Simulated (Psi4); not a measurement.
disilane (H₆Si₂), singlet, at a GFN2-xTB geometry.

Input for Psi4:
```
memory 2 GB

molecule {
0 1
  Si    0.01521338   -0.00610543    1.15250795
  Si   -0.01521338    0.00610543   -1.15250795
  H     0.04345603    1.34492936    1.72063452
  H    -1.16031370   -0.66812016    1.72586040
  H     1.18472289   -0.70404486    1.69471504
  H    -0.01416071   -1.34506118   -1.72102192
  H    -1.19948647    0.67873842   -1.69465422
  H     1.14578197    0.69355841   -1.72553382
}

set basis def2-sv(p)

energy('pbe')
print_variables()
```

What does this run give for the dipole moment, total energy, number of basis functions, nuclear repulsion energy?


dipole moment: 0.00 D
total energy: -582.0530 Eh
number of basis functions: 48
nuclear repulsion energy: 91.9153 Eh
